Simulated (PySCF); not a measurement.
Compound: C2H9BSi.
Atom-mapped SMILES: `[CH3:1][BH:2][CH2:3][SiH3:4]` (hydrogens: H5, H6, H7 on C1; H8 on B2; H9, H10 on C3; H11, H12, H13 on Si4)

Geometry (PBE0-D3(BJ)/def2-SVP, Å), atoms numbered from 1 in this order:
```
atom  x, y, z in Å
C1    -1.877    0.218    0.472
B2    -0.817   -0.330   -0.540
C3     0.550   -0.924   -0.112
Si4    1.800    0.500   -0.080
H5    -2.154    1.256    0.219
H6    -2.811   -0.359    0.340
H7    -1.587    0.172    1.532
H8    -1.061   -0.239   -1.729
H9     0.556   -1.344    0.907
H10    0.965   -1.653   -0.828
H11    1.380    1.549    0.900
H12    3.144   -0.015    0.326
H13    1.923    1.136   -1.427
```

Computed with PySCF 2.14.0, density-fitted response routines, TDDFT PBE0/def2-SVPD, vertical, gas phase, core orbitals frozen in the response.

Ground-to-excited transition dipoles (e·a0, same axes as the geometry; the sign carries no meaning), for the states with f of 0.002 or more among the lowest 8:

```csv
state,E (eV),μx,μy,μz
S1,6.033,-0.248,0.068,0.001
S2,6.310,0.441,0.034,0.109
S3,7.255,-0.502,-0.117,-0.005
S5,7.907,-0.478,0.104,-0.094
S6,7.997,0.966,0.096,0.054
S7,8.178,0.156,0.056,-0.018
S8,8.516,0.280,0.160,0.056
```

(1) What oscillator strength does each state have?

(2) Which bond between heavy atoms lies closest to the direction of the S6 transition dipole?

(3) What angle do the transition dipoles of S5 and S6 make?

(4) How is the summed strength of these states shared among x, y and z?

(5) What peak molar absorption coefficient would the strongest computed level give as a lone Gaussian band 0.3 eV wide at half height?

## Answers

(1) f = (2/3) ΔE |μ|² with ΔE in hartree (27.2114 eV).

```json
{"state": "S1", "|μ|² (au)": "0.066", "|μ| (D)": "0.65", "f": "0.010"}
{"state": "S2", "|μ|² (au)": "0.208", "|μ| (D)": "1.16", "f": "0.032"}
{"state": "S3", "|μ|² (au)": "0.266", "|μ| (D)": "1.31", "f": "0.047"}
{"state": "S5", "|μ|² (au)": "0.248", "|μ| (D)": "1.27", "f": "0.048"}
{"state": "S6", "|μ|² (au)": "0.945", "|μ| (D)": "2.47", "f": "0.185"}
{"state": "S7", "|μ|² (au)": "0.028", "|μ| (D)": "0.42", "f": "0.006"}
{"state": "S8", "|μ|² (au)": "0.107", "|μ| (D)": "0.83", "f": "0.022"}
```

(2) B2–C3, at 31° from it; next C3–Si4 at 43°.

(3) |cos θ| = |μa·μb| / (|μa| |μb|) = 0.94, so θ ≈ 19° (taken between 0 and 90°, since the signs are arbitrary).

(4) (2/3) Σ ΔE μα² gives 0.332 for x, 0.013 for y and 0.005 for z, 0.350 in all.

(5) ε(max) = 2.175×10⁸ f / FWHM, with the width in cm⁻¹. S6: 2.175×10⁸ × 0.1852 / 2420 ≈ 17000 L mol⁻¹ cm⁻¹.

The vertical ionisation energy (ΔSCF) is 10.62 eV, 2.11 eV above S8.

One conformer stands for the species.
